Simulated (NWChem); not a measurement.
Everything below was run with NWChem. System: isopropylamine (C3H9N), charge 0, spin multiplicity 1, at a geometry optimised with PBE/def2-SVP. Level: MP2/def2-SVP, 4 core orbitals frozen.

NWChem printed:

```
             Northwest Computational Chemistry Package (NWChem) 7.3.0
             --------------------------------------------------------

                                NWChem Input Module
                                -------------------

 Scaling coordinates for geometry "geometry" by  1.889725989
 (inverse scale =  0.529177249)

 Turning off AUTOSYM since
 SYMMETRY directive was detected!

                             Geometry "geometry" -> ""
                             -------------------------

 Output coordinates in angstroms (scale by  1.889725989 to convert to a.u.)

  No.       Tag          Charge          X              Y              Z
 ---- ---------------- ---------- -------------- -------------- --------------
    1 C                    6.0000    -0.28921800    -0.64424400     1.26628800
    2 C                    6.0000     0.35424800    -0.07242600     0.00000000
    3 C                    6.0000    -0.28921800    -0.64424400    -1.26628800
    4 N                    7.0000     0.18876300     1.38623800     0.00000000
    5 H                    1.0000    -0.19625600    -1.74843900     1.30230900
    6 H                    1.0000    -1.36508700    -0.37549300     1.30378200
    7 H                    1.0000     0.19251900    -0.23790600     2.18066000
    8 H                    1.0000     1.43162900    -0.39139200     0.00000000
    9 H                    1.0000     0.19251900    -0.23790600    -2.18066000
   10 H                    1.0000    -1.36508700    -0.37549300    -1.30378200
   11 H                    1.0000    -0.19625600    -1.74843900    -1.30230900
   12 H                    1.0000     0.66490500     1.78844300    -0.81871800
   13 H                    1.0000     0.66490500     1.78844300     0.81871800

 Effective nuclear repulsion energy (a.u.)     134.7309259770

            Nuclear Dipole moment (a.u.)
            ----------------------------
        X                 Y               Z
 ---------------- ---------------- ----------------
     0.0000075589    -0.0000000000     0.0000000000

      Symmetry information
      --------------------

 Group name             Cs
 Group number              2
 Group order               2
 No. of unique centers     8

      Symmetry unique atoms

     1    2    4    5    6    7    8   12


 Summary of "ao basis" -> "" (spherical)
 ------------------------------------------------------------------------------
       Tag                 Description            Shells   Functions and Types
 ---------------- ------------------------------  ------  ---------------------
 *                          def2-svp                  on all atoms

 Summary of "ao basis" -> "ao basis" (spherical)
 ------------------------------------------------------------------------------
       Tag                 Description            Shells   Functions and Types
 ---------------- ------------------------------  ------  ---------------------
 C                          def2-svp                 6       14   3s2p1d
 N                          def2-svp                 6       14   3s2p1d
 H                          def2-svp                 3        5   2s1p

                                 NWChem SCF Module
                                 -----------------

  ao basis        = "ao basis"
  functions       =   101
  atoms           =    13
  closed shells   =    17
  open shells     =     0
  charge          =   0.00
  wavefunction    = RHF
  use symmetry    = T
  symmetry adapt  = T

 Summary of "ao basis" -> "ao basis" (spherical)
 ------------------------------------------------------------------------------
       Tag                 Description            Shells   Functions and Types
 ---------------- ------------------------------  ------  ---------------------
 C                          def2-svp                 6       14   3s2p1d
 N                          def2-svp                 6       14   3s2p1d
 H                          def2-svp                 3        5   2s1p

      Symmetry analysis of basis
      --------------------------

        a'         58
        a"         43

 Forming initial guess at       0.1s

      Superposition of Atomic Density Guess
      -------------------------------------
[...]
    37     -0.167167   3 C  pz               23      0.160965   2 C  pz

 Vector   17  Occ=2.000000D+00  E=-3.868859D-01  Symmetry=a'
              MO Center=  1.9D-01,  9.6D-01,  2.5D-16, r^2= 1.9D+00
   Bfn.  Coefficient  Atom+Function         Bfn.  Coefficient  Atom+Function
  ----- ------------  ---------------      ----- ------------  ---------------
    46      0.475856   4 N  px               49     -0.410820   4 N  px
    45      0.272329   4 N  s                72      0.245817   8 H  s
    18      0.196318   2 C  px               73      0.157502   8 H  s

 Vector   18  Occ=0.000000D+00  E= 1.662540D-01  Symmetry=a'
              MO Center=  5.5D-01,  1.2D-01,  5.9D-16, r^2= 7.5D+00
   Bfn.  Coefficient  Atom+Function         Bfn.  Coefficient  Atom+Function
  ----- ------------  ---------------      ----- ------------  ---------------
     3      1.209138   1 C  s                31      1.209138   3 C  s
    73     -0.766745   8 H  s                45      0.756232   4 N  s
    17      0.687171   2 C  s                68     -0.682787   7 H  s
    78     -0.682787   9 H  s                58     -0.637588   5 H  s
    88     -0.637588  11 H  s                93     -0.591494  12 H  s

 Vector   19  Occ=0.000000D+00  E= 2.185072D-01  Symmetry=a'
              MO Center= -2.6D-01,  1.2D-02, -2.3D-15, r^2= 8.1D+00
   Bfn.  Coefficient  Atom+Function         Bfn.  Coefficient  Atom+Function
  ----- ------------  ---------------      ----- ------------  ---------------
     3      1.631462   1 C  s                31      1.631462   3 C  s
    45     -0.954358   4 N  s                63     -0.947464   6 H  s
    83     -0.947464  10 H  s                17     -0.800944   2 C  s
    58     -0.786033   5 H  s                88     -0.786033  11 H  s
    93      0.688118  12 H  s                98      0.688118  13 H  s

 Vector   20  Occ=0.000000D+00  E= 2.227749D-01  Symmetry=a"
              MO Center=  1.6D-01,  1.5D-01, -1.2D-15, r^2= 8.7D+00
   Bfn.  Coefficient  Atom+Function         Bfn.  Coefficient  Atom+Function
  ----- ------------  ---------------      ----- ------------  ---------------
     3      1.994103   1 C  s                31     -1.994103   3 C  s
    68     -1.210910   7 H  s                78      1.210910   9 H  s
    63     -0.707194   6 H  s                83      0.707194  10 H  s
    93      0.568408  12 H  s                98     -0.568408  13 H  s
    58     -0.536495   5 H  s                88      0.536495  11 H  s

 center of mass
 --------------
 x =  -0.00073631 y =   0.04895663 z =   0.00000000

 moments of inertia (a.u.)
 ------------------
         379.675050903580         -40.329655692722          -0.000000000000
         -40.329655692722         239.768707329771           0.000000000000
          -0.000000000000           0.000000000000         217.594966070249

  Mulliken analysis of the total density
  --------------------------------------

    Atom       Charge   Shell Charges
 -----------   ------   -------------------------------------------------------
    1 C    6     6.02   1.99  0.86  0.22  2.02  0.90  0.04
    2 C    6     6.05   1.99  0.88  0.28  2.00  0.83  0.07
    3 C    6     6.02   1.99  0.86  0.22  2.02  0.90  0.04
    4 N    7     7.35   1.99  0.97  0.52  2.35  1.49  0.02
    5 H    1     0.97   0.75  0.19  0.02
    6 H    1     0.96   0.75  0.19  0.02
    7 H    1     0.97   0.75  0.20  0.02
    8 H    1     0.98   0.77  0.19  0.02
    9 H    1     0.97   0.75  0.20  0.02
   10 H    1     0.96   0.75  0.19  0.02
   11 H    1     0.97   0.75  0.19  0.02
   12 H    1     0.89   0.73  0.12  0.05
   13 H    1     0.89   0.73  0.12  0.05

       Multipole analysis of the density wrt the origin
       ------------------------------------------------

     L   x y z        total         open         nuclear
     -   - - -        -----         ----         -------
     0   0 0 0     -0.000000      0.000000     34.000000

     1   1 0 0      0.542865      0.000000      0.000008
     1   0 1 0     -0.072009      0.000000     -0.000000
     1   0 0 1     -0.000000      0.000000      0.000000

     2   2 0 0    -20.601645      0.000000     31.489569
     2   1 1 0      2.038111      0.000000     26.252604
     2   1 0 1     -0.000000      0.000000     -0.000000
     2   0 2 0    -20.467454      0.000000    112.571298
     2   0 1 1     -0.000000      0.000000      0.000000
     2   0 0 2    -19.954401      0.000000    131.717602

                   NWChem MP2 Semi-direct Energy/Gradient Module
                   ---------------------------------------------

  Basis functions       =    101
  Molecular orbitals    =    101
  Frozen core           =      4
  Frozen virtuals       =      0
  Active alpha occupied =     13
  Active beta occupied  =     13
  Active alpha virtual  =     84
  Active beta virtual   =     84
  Use MO symmetry       = T
  Use skeleton AO sym   = T

  AO/Fock/Back tols     =   1.0D-09  1.0D-09  1.0D-09

 GA uses MA = F    GA memory limited = T

 Available:
  local mem=  1.26D+08
 global mem=  1.44D+08
 local disk=  0.00D+00
  mp2_memr nvloc                    84
  nvloc new                    84
   1 passes of  13:        3145728                      48656                  19030769.
   1 passes of  13: M    126140612           G      144158798           F     122994884.

 Semi-direct pass number   1 of   1  for RHF alpha+beta  at        3.2s
  vrange nnbf                  5121
  mp2_eaftype                    72  avail_ma_in_mb                  1099
 EAF : mp2_eaftype filesize          72    9515384.
  mp2_eaf for mointskh                     72
Node 0 wrote     44.7 Mb in      0.1 s     Agg I/O rate:   828.6 Mb/s
 Done moints_semi at        7.1s
  mp2_eaftype                    72  avail_ma_in_mb                  1027
 EAF : mp2_eaftype filesize          72    9515384.
  mp2_eaf for kh                    72
 Done maket at        7.4s
 Done multipass loop at        7.4s

          -------------------------------------------
          SCF energy                -173.163261243672
          Correlation energy          -0.614974156121
          Singlet pairs               -0.405918748696
          Triplet pairs               -0.209055407425
          Total MP2 energy          -173.778235399793
          -------------------------------------------

          ---------------------------------------------------
                    Spin Component Scaled (SCS) MP2
          Same spin pairs                     -0.139370271617
          Same spin scaling factor             0.333333333333
          Opposite spin pairs                 -0.475603884504
          Opposite spin scaling fact.          1.200000000000
          SCS-MP2 correlation energy          -0.617181418610
          Total SCS-MP2 energy              -173.780442662283
          ---------------------------------------------------

 -----------------------
 Performance information
 -----------------------

 Timer overhead =  2.02D-07 seconds/call

               Nr. of calls         CPU time (s)                 Wall time (s)                GFlops
             ---------------    -------------------     ------------------------------   -------------------
Name         Min   Avg   Max    Min     Avg     Max     Min     Avg     Max   Mx/calls   Min     Max     Sum
mp2: moin     1     1     1    3.8     3.8     3.8      3.8     3.8     3.8     3.8      0.0     0.0     0.0
mp2: make     1     1     1   0.34    0.34    0.34     0.34    0.34    0.34    0.34      0.0     0.0     0.0
mp2: tota     1     1     1    4.2     4.2     4.2      4.2     4.2     4.2     4.2      0.0     0.0     0.0

 The average no. of pstat calls per process was 3.00D+00
 with a timing overhead of 6.07D-07s

 Task  times  cpu:        7.4s     wall:        7.4s

 Total times  cpu:        7.4s     wall:        7.4s
```

Task: Write an NWChem input that would produce this output.

Result: One answer among several that fit: 
```
start mol
memory heap 200 mb stack 900 mb global 1100 mb
geometry units angstroms nocenter noautoz
  C     -0.289218    -0.644244     1.266288
  C      0.354248    -0.072426     0.000000
  C     -0.289218    -0.644244    -1.266288
  N      0.188763     1.386238     0.000000
  H     -0.196256    -1.748439     1.302309
  H     -1.365087    -0.375493     1.303782
  H      0.192519    -0.237906     2.180660
  H      1.431629    -0.391392     0.000000
  H      0.192519    -0.237906    -2.180660
  H     -1.365087    -0.375493    -1.303782
  H     -0.196256    -1.748439    -1.302309
  H      0.664905     1.788443    -0.818718
  H      0.664905     1.788443     0.818718
  symmetry group Cs
end
basis spherical
  * library def2-svp
end
scf
  rhf
  nopen 0
  maxiter 100
  thresh 1e-7
  semidirect memsize 60000000 filesize 0
end
mp2
  freeze core 4
end
task mp2 energy
```
